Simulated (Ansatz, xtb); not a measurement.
**Relative energy of two structures of AlBFH3MgO**

Structure I: `B[O][AlH][Mg][F]`, a singlet. Structure II: a singlet given by its coordinates. Both are isolated molecules in the gas phase, relaxed with PBE0-D3(BJ)/def2-SVP; the shapes shown needn't be the lowest conformers.

I (Å):

```tsv
atom	x (Å)	y (Å)	z (Å)
Al	-1.2724	0.0924	0.8710
B	0.8103	-1.7190	2.1779
F	0.3775	3.4810	-1.4981
Mg	-0.2772	2.1376	-0.5587
O	-0.1024	-0.9304	1.6087
H	1.2133	-1.4636	3.2976
H	1.2379	-2.6825	1.5694
H	-2.7717	-0.3577	1.1682
```

II (Å):

```yaml
atoms:
  - { symbol: Al, position_ang: [-0.3203, 0.9349, -3.2536] }
  - { symbol: B, position_ang: [1.0467, -0.7602, -3.4915] }
  - { symbol: F, position_ang: [0.0683, 1.2314, -1.5356] }
  - { symbol: Mg, position_ang: [1.4116, 0.0399, -0.6818] }
  - { symbol: O, position_ang: [1.6278, -0.9297, -2.3282] }
  - { symbol: H, position_ang: [-1.4102, 2.0216, -3.6729] }
  - { symbol: H, position_ang: [1.2562, -1.4365, -4.4846] }
  - { symbol: H, position_ang: [1.9132, 0.1599, 0.9325] }
```

Close contacts (Å): Al1–B2 2.19, Al1–F3 1.79, B2–O5 1.31, F3–Mg4 1.99, Mg4–O5 1.92, Al1–H6 1.60, B2–H7 1.22, Mg4–H8 1.69.

Quicker runs give these differences E(II) − E(I): GFN2-xTB +17.21 kcal/mol; HF/STO-3G −31.30 kcal/mol (at GFN2-xTB geometries); r2SCAN-D4/def2-SVP −3.72 kcal/mol (at GFN2-xTB geometries).

Q: Estimate E(II) − E(I) at the level CCSD(T)/def2-SVP + ΔMP2/def2-TZVPP.

A: Too close to call at this level: CCSD(T)/def2-SVP + ΔMP2/def2-TZVPP gives E(II) − E(I) = +0.92 kcal/mol.

The same difference at several levels:

```json
{"level": "GFN2-xTB", "geometry": "GFN2-xTB", "E(II) − E(I) (kcal/mol)": "+17.21", "departure from the last row (kcal/mol)": "+16.29", "job, with rough time for the two": "optimisation, 0.27 s"}
{"level": "HF/STO-3G", "geometry": "GFN2-xTB", "E(II) − E(I) (kcal/mol)": "−31.30", "departure from the last row (kcal/mol)": "−32.22", "job, with rough time for the two": "single point, 0.4 s"}
{"level": "r2SCAN-D4/def2-SVP", "geometry": "GFN2-xTB", "E(II) − E(I) (kcal/mol)": "−3.72", "departure from the last row (kcal/mol)": "−4.63", "job, with rough time for the two": "single point, 6.6 s"}
{"level": "PBE0-D3(BJ)/def2-SVP", "geometry": "PBE0-D3(BJ)/def2-SVP", "E(II) − E(I) (kcal/mol)": "−2.42", "departure from the last row (kcal/mol)": "−3.33", "job, with rough time for the two": "optimisation, 89 s"}
{"level": "HF/def2-SVP", "geometry": "PBE0-D3(BJ)/def2-SVP", "E(II) − E(I) (kcal/mol)": "+3.23", "departure from the last row (kcal/mol)": "+2.32", "job, with rough time for the two": "part of the CCSD(T) run"}
{"level": "MP2/def2-SVP", "geometry": "PBE0-D3(BJ)/def2-SVP", "E(II) − E(I) (kcal/mol)": "−3.29", "departure from the last row (kcal/mol)": "−4.21", "job, with rough time for the two": "part of the CCSD(T) run"}
{"level": "CCSD(T)/def2-SVP", "geometry": "PBE0-D3(BJ)/def2-SVP", "E(II) − E(I) (kcal/mol)": "−3.50", "departure from the last row (kcal/mol)": "−4.42", "job, with rough time for the two": "single point"}
{"level": "CCSD(T)/def2-SVP + ΔMP2/def2-TZVPP", "geometry": "PBE0-D3(BJ)/def2-SVP", "E(II) − E(I) (kcal/mol)": "+0.92", "departure from the last row (kcal/mol)": "", "job, with rough time for the two": "single point, 32 s"}
```

The largest departure from CCSD(T)/def2-SVP + ΔMP2/def2-TZVPP is that of HF/STO-3G, 32.22 kcal/mol. The last row adds to CCSD(T) the change of the MP2 difference between the two basis sets, here +4.42 kcal/mol, a large step that makes the value less sure.

With harmonic frequencies from PBE0-D3(BJ)/def2-SVP (ideal gas, rigid rotor, one conformer each, 298.15 K, 1 atm): the zero-point term adds −1.90 kcal/mol; ΔH is −1.55 and ΔG +0.91 kcal/mol.

The correlated steps freeze 9 core orbitals; the last core shell of Mg is correlated, in a basis made for valence electrons. Programs: Ansatz 0.2.0, xtb 6.7.1; the last row on 1 thread of Arm Neoverse V2 on a shared host.
